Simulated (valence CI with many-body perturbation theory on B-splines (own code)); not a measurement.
**Se29+: E2, E3, M1, M2 decay**

Computed by configuration interaction combined with many-body perturbation theory (CI+MBPT): three valence electrons over a frozen Dirac-Fock core [He], radial functions for each j: 11 s, 11 p, 10 d, 8 f, 5 g, 2 h, with the one-electron correlation potential Σ1, the two-electron term Σ2, the three-electron term Σ3, Breit, model QED; selected CI, second order for the rest, scaled by the run's own slope (own B-spline code, finite nucleus).

No measured spectrum was set against this ion. As an estimate, large intervals hold to a few tenths of a per cent, small ones and those within an open d or f shell to about a per cent.

Lines 1 to 21 of 21 in falling wavelength, among levels below 2703.3 eV, chosen from the decays that carry over 1 % of a level's rate. Wavelengths and rates use the calculated energies. Electric multipoles are in the length gauge, E1 and E2 with the static RPA response of the core. Weak lines are less certain than strong ones. Lines between different terms over intervals too small for the method are left out, as are lines whose strength nearly cancels.

Levels are named by their leading jj configuration (3d3/2^4 stands for four electrons in 3d with j = 3/2), which in mixed levels can hold well under half, so a name can repeat and another be missing. Letters in brackets count levels of one name in rising energy.

```
λ vac (nm)                          Upper                       Lower  Type   A (s⁻¹)  Branch %
     26.06             (2s^2 2p3/2) J=3/2          (2s^2 2p1/2) J=1/2    M1  5.06e+05     100.0
    0.6808         (2s 2p3/2 3p3/2) J=7/2          (2s 2p3/2^2) J=5/2    E2  3.17e+09      11.4
    0.6771             (2s^2 3p1/2) J=1/2          (2s^2 2p3/2) J=3/2    E2  2.30e+10       4.1
    0.6741         (2s 2p1/2 3p3/2) J=5/2      (2s 2p1/2 2p3/2) J=5/2    E2  7.32e+09       1.2
    0.6722             (2s^2 3p3/2) J=3/2          (2s^2 2p3/2) J=3/2    E2  1.12e+10       1.5
    0.6711         (2s 2p3/2 3d5/2) J=9/2          (2s 2p3/2^2) J=5/2    M2  1.41e+08      14.4
    0.6615         (2s 2p3/2 3p3/2) J=7/2      (2s 2p1/2 2p3/2) J=5/2    E2  1.07e+10      38.6
    0.6584         (2s 2p1/2 3p3/2) J=5/2          (2s 2p1/2^2) J=1/2    E2  1.26e+10       2.1
    0.6561         (2s 2p3/2 3p3/2) J=7/2  (2s 2p1/2 2p3/2) J=3/2 [a]    E2  9.47e+09      34.1
    0.6553             (2s^2 3p3/2) J=3/2          (2s^2 2p1/2) J=1/2    E2  1.19e+10       1.6
    0.6490      (2p1/2 2p3/2 3d3/2) J=7/2          (2s 2p3/2^2) J=3/2    E2  3.58e+09       2.6
    0.6470         (2s 2p3/2 3d5/2) J=9/2  (2s 2p1/2 2p3/2) J=3/2 [a]    E3  1.02e+07       1.0
    0.6349      (2p1/2 2p3/2 3d3/2) J=7/2          (2s 2p3/2^2) J=5/2    E2  4.05e+09       2.9
    0.6337      (2p1/2 2p3/2 3d5/2) J=9/2          (2s 2p3/2^2) J=5/2    E2  1.96e+09       2.4
    0.6283      (2p1/2 2p3/2 3d3/2) J=7/2  (2s 2p1/2 2p3/2) J=3/2 [b]    E2  9.00e+09       6.5
    0.6194          (2p3/2^2 3d5/2) J=7/2          (2s 2p3/2^2) J=5/2    E2  3.14e+10       1.8
    0.6188          (2p3/2^2 3d5/2) J=9/2          (2s 2p3/2^2) J=5/2    E2  5.74e+10      64.1
    0.6180      (2p1/2 2p3/2 3d3/2) J=7/2      (2s 2p1/2 2p3/2) J=5/2    E2  4.08e+10      29.4
    0.6169      (2p1/2 2p3/2 3d5/2) J=9/2      (2s 2p1/2 2p3/2) J=5/2    E2  5.85e+10      72.0
    0.6149  (2p1/2 2p3/2 3d5/2) J=7/2 [a]  (2s 2p1/2 2p3/2) J=3/2 [a]    E2  5.85e+10       3.2
    0.6027          (2p3/2^2 3d5/2) J=9/2      (2s 2p1/2 2p3/2) J=5/2    E2  2.63e+09       2.9
```
